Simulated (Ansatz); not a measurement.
Steps of a relaxation of `FCC(F)(F)OC(F)C(F)F` with RKS PBE0-D4/def2-TZVP.

```sh
$ ansatz run in.yaml --threads 4 --pin off --events-out ev --progress --plain --max-ram 66560MiB --backend cuda --devices 0, --max-vram 37GiB
```

```yaml
crystal:
  periodic: [false, false, false]
  atoms:
    - {symbol: F, position_ang: [-1.832243, 1.749917, -1.321687]}
    - {symbol: C, position_ang: [-0.688257, 1.298872, -1.929626]}
    - {symbol: C, position_ang: [0.308972, 0.806242, -0.887917]}
    - {symbol: F, position_ang: [0.669443, 1.819798, -0.038372]}
    - {symbol: F, position_ang: [1.455742, 0.424897, -1.528545]}
    - {symbol: O, position_ang: [-0.232584, -0.237018, -0.172540]}
    - {symbol: C, position_ang: [0.604687, -0.845101, 0.782626]}
    - {symbol: F, position_ang: [1.191748, -1.956989, 0.249410]}
    - {symbol: C, position_ang: [-0.281288, -1.242462, 1.969049]}
    - {symbol: F, position_ang: [-1.179674, -2.183434, 1.585520]}
    - {symbol: F, position_ang: [0.511241, -1.760192, 2.949040]}
    - {symbol: H, position_ang: [-0.920874, 0.455129, -2.614162]}
    - {symbol: H, position_ang: [-0.203136, 2.118897, -2.501827]}
    - {symbol: H, position_ang: [1.399805, -0.146114, 1.123835]}
    - {symbol: H, position_ang: [-0.825382, -0.353242, 2.364596]}
basis:
  gaussian: {orbitals: def2-TZVP}
hamiltonian: {xc: pbe0, dispersion: d4}
relax: {f_tol: 0.005, max_steps: 150}
```

Positions (Å) and forces (eV/Å) along the path, 9 of 10 steps:

```xyz
15
step=1 energy=-22548.7755 eV
F    -1.832    1.750   -1.322    0.399   -0.142   -0.204
C    -0.688    1.299   -1.930    0.224   -0.063   -0.368
C     0.309    0.806   -0.888    0.165   -0.089    0.256
F     0.669    1.820   -0.038   -0.146   -0.535   -0.466
F     1.456    0.425   -1.529   -0.629    0.236    0.363
O    -0.233   -0.237   -0.173    0.601    0.180    0.016
C     0.605   -0.845    0.783    0.178    0.187   -0.040
F     1.192   -1.957    0.249   -0.262    0.474    0.185
C    -0.281   -1.242    1.969   -0.139    0.112    0.051
F    -1.180   -2.183    1.586    0.423    0.376    0.256
F     0.511   -1.760    2.949   -0.414    0.180   -0.452
H    -0.921    0.455   -2.614    0.041    0.455    0.421
H    -0.203    2.119   -2.502   -0.336   -0.377    0.357
H     1.400   -0.146    1.124   -0.404   -0.424   -0.189
H    -0.825   -0.353    2.365    0.300   -0.569   -0.186
15
step=2 energy=-22548.8342 eV
F    -1.816    1.744   -1.316    0.070   -0.020   -0.043
C    -0.680    1.291   -1.925    0.085   -0.041   -0.090
C     0.309    0.801   -0.884    0.120   -0.017    0.087
F     0.670    1.810   -0.045   -0.081   -0.227   -0.200
F     1.447    0.422   -1.521   -0.241    0.081    0.147
O    -0.228   -0.235   -0.171    0.276    0.107    0.011
C     0.604   -0.835    0.781   -0.035    0.031   -0.078
F     1.188   -1.940    0.249   -0.087    0.165    0.081
C    -0.282   -1.234    1.958   -0.041   -0.028    0.059
F    -1.172   -2.173    1.579    0.169    0.149    0.070
F     0.503   -1.752    2.933   -0.134    0.061   -0.158
H    -0.923    0.456   -2.595    0.017    0.135    0.125
H    -0.209    2.106   -2.489   -0.091   -0.120    0.111
H     1.392   -0.148    1.120   -0.123   -0.124   -0.046
H    -0.824   -0.363    2.356    0.095   -0.153   -0.073
15
step=3 energy=-22548.8422 eV
F    -1.809    1.743   -1.309    0.007    0.000    0.004
C    -0.678    1.285   -1.920   -0.003   -0.008   -0.001
C     0.312    0.799   -0.884    0.013    0.020    0.003
F     0.671    1.806   -0.052   -0.002    0.000   -0.007
F     1.444    0.420   -1.519   -0.013    0.000   -0.001
O    -0.222   -0.231   -0.171    0.037   -0.018    0.037
C     0.603   -0.830    0.781   -0.040    0.009   -0.028
F     1.187   -1.930    0.251    0.010   -0.014   -0.002
C    -0.282   -1.231    1.952    0.004   -0.024    0.004
F    -1.167   -2.168    1.570   -0.005   -0.006   -0.003
F     0.497   -1.750    2.924   -0.004    0.004   -0.007
H    -0.927    0.454   -2.582   -0.010   -0.006   -0.006
H    -0.211    2.096   -2.483    0.001    0.012   -0.011
H     1.386   -0.148    1.123    0.013    0.013    0.010
H    -0.824   -0.366    2.348   -0.008    0.017    0.007
15
step=4 energy=-22548.8425 eV
F    -1.807    1.745   -1.305   -0.005    0.005    0.005
C    -0.679    1.285   -1.919   -0.002   -0.003    0.000
C     0.313    0.800   -0.885    0.007    0.011   -0.009
F     0.674    1.807   -0.055   -0.002   -0.001   -0.002
F     1.444    0.420   -1.521    0.001   -0.004   -0.002
O    -0.219   -0.230   -0.170    0.015   -0.003    0.015
C     0.604   -0.829    0.782   -0.021    0.009   -0.011
F     1.190   -1.929    0.252    0.009   -0.007   -0.001
C    -0.284   -1.232    1.951    0.000   -0.006    0.003
F    -1.167   -2.169    1.567   -0.002   -0.002   -0.004
F     0.494   -1.751    2.924    0.000   -0.002    0.003
H    -0.932    0.452   -2.579   -0.003   -0.003   -0.001
H    -0.213    2.094   -2.486    0.001    0.001   -0.003
H     1.386   -0.147    1.127    0.004    0.002    0.005
H    -0.826   -0.367    2.347   -0.003    0.004    0.001
15
step=5 energy=-22548.8427 eV
F    -1.802    1.753   -1.295    0.002    0.002   -0.001
C    -0.681    1.283   -1.917   -0.003    0.005    0.000
C     0.318    0.801   -0.888   -0.003   -0.008   -0.008
F     0.685    1.810   -0.064    0.004    0.001    0.003
F     1.444    0.417   -1.530    0.003   -0.001   -0.003
O    -0.213   -0.226   -0.167   -0.017    0.006   -0.008
C     0.606   -0.825    0.785    0.014    0.002    0.015
F     1.199   -1.923    0.257    0.004    0.005    0.001
C    -0.287   -1.235    1.949   -0.006    0.013   -0.004
F    -1.166   -2.172    1.557    0.002    0.001   -0.003
F     0.487   -1.756    2.924    0.002   -0.004    0.005
H    -0.944    0.448   -2.570    0.004    0.003    0.005
H    -0.218    2.088   -2.494   -0.002   -0.008    0.004
H     1.385   -0.142    1.138   -0.007   -0.007   -0.004
H    -0.834   -0.372    2.345    0.003   -0.010   -0.004
15
step=6 energy=-22548.8430 eV
F    -1.795    1.763   -1.286    0.002    0.000   -0.004
C    -0.683    1.283   -1.915   -0.003    0.005    0.003
C     0.322    0.800   -0.892   -0.002   -0.013   -0.005
F     0.697    1.809   -0.072    0.004   -0.001    0.002
F     1.441    0.410   -1.540    0.002    0.000   -0.002
O    -0.209   -0.224   -0.165   -0.023    0.012   -0.015
C     0.608   -0.820    0.790    0.021   -0.006    0.018
F     1.210   -1.913    0.263    0.000    0.010    0.004
C    -0.290   -1.237    1.947   -0.002    0.010   -0.006
F    -1.163   -2.178    1.546    0.004    0.004    0.000
F     0.480   -1.758    2.925    0.000   -0.003    0.004
H    -0.958    0.446   -2.560    0.005    0.005    0.006
H    -0.220    2.081   -2.500   -0.002   -0.008    0.006
H     1.382   -0.134    1.148   -0.010   -0.006   -0.005
H    -0.843   -0.379    2.342    0.003   -0.010   -0.004
15
step=8 energy=-22548.8433 eV
F    -1.777    1.792   -1.262    0.006   -0.003   -0.007
C    -0.688    1.286   -1.910   -0.005    0.000    0.002
C     0.329    0.792   -0.902    0.006   -0.005   -0.001
F     0.735    1.801   -0.096   -0.002   -0.007   -0.006
F     1.429    0.382   -1.570   -0.007    0.002    0.005
O    -0.205   -0.219   -0.161   -0.001    0.010   -0.009
C     0.611   -0.805    0.802    0.007   -0.004    0.005
F     1.243   -1.885    0.279   -0.007    0.011    0.007
C    -0.298   -1.246    1.942    0.001   -0.004   -0.008
F    -1.146   -2.199    1.521    0.007    0.008    0.006
F     0.466   -1.759    2.929   -0.003    0.000    0.001
H    -0.991    0.447   -2.541    0.005    0.009    0.007
H    -0.221    2.069   -2.512   -0.004   -0.005    0.006
H     1.366   -0.107    1.175   -0.006   -0.005   -0.004
H    -0.873   -0.400    2.334    0.003   -0.006   -0.004
15
step=9 energy=-22548.8434 eV
F    -1.774    1.797   -1.257    0.004   -0.002   -0.001
C    -0.688    1.287   -1.908   -0.001    0.000   -0.004
C     0.330    0.790   -0.905   -0.002    0.004   -0.002
F     0.745    1.797   -0.102    0.001    0.000    0.000
F     1.426    0.373   -1.577   -0.002    0.001    0.001
O    -0.205   -0.218   -0.160    0.001   -0.005    0.008
C     0.611   -0.802    0.804   -0.001   -0.003    0.003
F     1.249   -1.878    0.283    0.005   -0.006   -0.006
C    -0.299   -1.248    1.941   -0.009    0.010    0.005
F    -1.141   -2.207    1.518    0.005    0.000   -0.001
F     0.464   -1.756    2.932    0.001    0.000   -0.005
H    -0.997    0.451   -2.539    0.001    0.002    0.002
H    -0.221    2.069   -2.511   -0.001    0.000    0.000
H     1.361   -0.100    1.180   -0.002   -0.001    0.001
H    -0.881   -0.406    2.330    0.000   -0.001    0.000
15
step=10 energy=-22548.8434 eV
F    -1.774    1.797   -1.256   -0.001    0.000    0.001
C    -0.688    1.287   -1.908    0.000    0.000    0.000
C     0.330    0.789   -0.905    0.000    0.000    0.000
F     0.746    1.797   -0.102    0.000    0.001    0.001
F     1.425    0.373   -1.578    0.000    0.000   -0.001
O    -0.205   -0.218   -0.160    0.000   -0.001    0.000
C     0.611   -0.803    0.804    0.000    0.004   -0.001
F     1.249   -1.879    0.283   -0.002    0.000    0.001
C    -0.299   -1.247    1.941    0.002   -0.002   -0.001
F    -1.140   -2.207    1.518   -0.003   -0.003    0.000
F     0.464   -1.755    2.932    0.001    0.000    0.002
H    -0.996    0.451   -2.539   -0.001   -0.001   -0.001
H    -0.222    2.070   -2.510    0.001    0.001   -0.001
H     1.361   -0.101    1.180    0.002    0.000    0.000
H    -0.882   -0.406    2.330    0.000    0.001   -0.001
```

It took 17 s on 4 threads of an AMD EPYC 7R13 on a shared host and a share of an NVIDIA H100 80 GB, with 1 GiB of host memory at the peak.
